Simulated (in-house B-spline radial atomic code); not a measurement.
Values are calculated unless marked as measured or tabulated.
# Two electrons in Ge: a Gaussian well −V exp(−r²/w²) with V = 74.5 meV and w = 27.3 nm

For Ge the NSM archive of the Ioffe Institute lists m_l = 1.6 m0, m_t = 0.08 m0 and ε = 16.2; the model takes one isotropic valley with the conductivity mass 3/(1/m_l + 2/m_t) = 0.117 m0, and so misses anisotropy and the other valleys. All triplets below are those of one valley; with several valleys two electrons can form a triplet in the 1s orbital itself, at an energy set by the valley splitting.

Effective-mass model with parabolic bands, a uniform dielectric constant, no image charges, no central-cell or spin-orbit terms. Two-electron levels come from full CI in B-splines with partial waves to l = 5 (up to 0.001 effective hartree above the limit).

**Question.** What are the effective units, and what is the potential in them?

**Answer.** Ha* = 27211.386 meV × 0.117/16.2² = 12.13 meV and a* = 0.0529177 nm × 16.2/0.117 = 7.327 nm. V = 6.14 Ha* and w = 3.72 a*.

In these units the lowest s and p orbitals lie at -4.795870 and -3.948113, and their Coulomb and exchange integrals are J_ss = 0.738055, J_sp = 0.604733 and K_sp = 0.1187. Full CI gives -8.922342 for the ground singlet, -8.275535 for the sp triplet, -8.089193 for the sp singlet and -7.543194 for the lowest triplet of two s orbitals.

**Question.** What does it cost to add the second electron, to first order and exactly?

**Answer.** To first order E = 2ε_s + J_ss = -8.853685, so the charging energy E(2) − 2E(1) is J_ss = 8.954 meV. CI gives -8.922342 − 2 × (-4.795870) = 0.669399, or 8.121 meV: relaxation and correlation lower it by 0.8329 meV, 9.3 % of J_ss. The s² configuration of one-electron orbitals holds 96.8 % of the state, and the mean radius is 9.66 nm. The second electron is bound by ε_s − E = 50.06 meV, against 58.18 meV for the first.

**Question.** How far above the singlet do the triplets lie?

**Answer.** To first order the sp triplet lies at ε_s + ε_p + J_sp − K_sp = -8.257907, which is 7.228 meV above 2ε_s + J_ss. CI gives -8.275535 − (-8.922342) = 0.646807, or 7.847 meV, 76 % of the orbital spacing of 10.28 meV. The ss triplet lies 16.73 meV up, so the lower of the two is the sp one, and its gap equals k_BT at 91.1 K. The sp singlet-triplet splitting is 2.261 meV, against 2K_sp = 2.879 meV.
